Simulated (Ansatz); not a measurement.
H₈InNO₃Si, SMILES `[OH][In-]([OH])([OH])[NH2+][SiH3]`, one more setting.

```yaml
crystal:
  periodic: [false, false, false]
  atoms:
    - {symbol: O, position_ang: [-2.120509, -1.641458, 0.552212]}
    - {symbol: In, position_ang: [-0.524119, -0.578623, 1.095758]}
    - {symbol: O, position_ang: [1.266548, -1.304224, 0.751385]}
    - {symbol: O, position_ang: [-0.727325, 0.778782, 2.443397]}
    - {symbol: N, position_ang: [-0.448241, 0.802750, -0.767675]}
    - {symbol: Si, position_ang: [1.120234, 0.670773, -1.640288]}
    - {symbol: H, position_ang: [-1.892591, -2.626213, 0.264869]}
    - {symbol: H, position_ang: [1.919601, -1.157380, 1.397412]}
    - {symbol: H, position_ang: [-1.515116, 0.670579, 2.972969]}
    - {symbol: H, position_ang: [-0.547168, 1.759474, -0.297383]}
    - {symbol: H, position_ang: [-1.207663, 0.568096, -1.289091]}
    - {symbol: H, position_ang: [2.223533, 1.095269, -0.705827]}
    - {symbol: H, position_ang: [1.061510, 1.668045, -2.730625]}
    - {symbol: H, position_ang: [1.285258, -0.713350, -2.095115]}
basis:
  gaussian: {orbitals: def2-mTZVP, final_grid: {core_spheres: 20, valence_spheres: 16, degree: 47}}
magnetization: {spin_polarized: true, initial_magnetization: 2}
hamiltonian: {xc: {name: BHLYP}, dispersion: d3bjatm}
accuracy: high
scf: {lower_state_search: off}
output: {forces: true}
```

```sh
$ ansatz run in.yaml --threads 4 --pin off --events-out ev --progress --plain --max-ram 11315MiB
```

Shortened log:

```
Functional definition: BHLYP
3554 factors; integrals over basis functions are off by at most 2.1e-8 eV
mean field evaluation 1: about -20783.0045 eV, gradient 7.3e1 eV
mean field evaluation 2: about -20604.6298 eV, gradient 1.7e2 eV
mean field evaluation 4: about -20799.1169 eV, gradient 3.7e1 eV
mean field evaluation 8: about -20805.9030 eV, gradient 2.4e0 eV
mean field evaluation 16: about -20806.0994 eV, gradient 3.0e-2 eV
mean field evaluation 32: about -20806.0996 eV, gradient 3.8e-4 eV
mean field -20806.09958716 eV, -764.6100569474 hartree, gradient 6.8e-8 eV, S^2 2.005569; 0 other end points of the search recorded, 0 dependent functions left out
reference -20806.09962465 eV, -764.6100583249 hartree; 38, 36 occupied and 135, 137 virtual orbitals, 3554 factors
Total energy: -20806.58769161 eV, -764.6279944551 hartree
Atom 0 at    -2.120509    -1.641458     0.552212 Å, force    -3.294848    -2.642764    -1.505828 eV/Å
Atom 1 at    -0.524119    -0.578623     1.095758 Å, force     2.439085     0.547212     0.302667 eV/Å
Atom 2 at     1.266548    -1.304224     0.751385 Å, force     0.226254    -0.519065    -1.424393 eV/Å
Atom 3 at    -0.727325     0.778782     2.443397 Å, force    -0.348810     1.612783     1.456756 eV/Å
Atom 4 at    -0.448241     0.802750    -0.767675 Å, force     3.110022     2.309608     2.788642 eV/Å
Atom 5 at     1.120234     0.670773    -1.640288 Å, force     0.528939     0.338218     0.694928 eV/Å
Atom 6 at    -1.892591    -2.626213     0.264869 Å, force    -0.165044     0.444364     0.216538 eV/Å
Atom 7 at     1.919601    -1.157380     1.397412 Å, force     1.045726     0.230870     1.046168 eV/Å
Atom 8 at    -1.515116     0.670579     2.972969 Å, force     0.081353     0.163027     0.082939 eV/Å
Atom 9 at    -0.547168     1.759474    -0.297383 Å, force    -0.224309    -2.001985    -1.224564 eV/Å
Atom 10 at    -1.207663     0.568096    -1.289091 Å, force    -2.658688    -0.211961    -1.751316 eV/Å
Atom 11 at     2.223533     1.095269    -0.705827 Å, force    -0.662964    -0.206853    -0.447044 eV/Å
Atom 12 at     1.061510     1.668045    -2.730625 Å, force     0.029170    -0.254405    -0.084505 eV/Å
Atom 13 at     1.285258    -0.713350    -2.095115 Å, force    -0.105886     0.190950    -0.150987 eV/Å
Dipole moment:    -0.368400     0.338375    -0.634121 e Å
Checks for a lower state left out: stability, starts, cluster_reference, orbital_swaps, neighbouring_geometries, increment
```

Run time 21 s (4 threads of an Arm Neoverse V2 on a shared host); peak host memory 1 GiB.
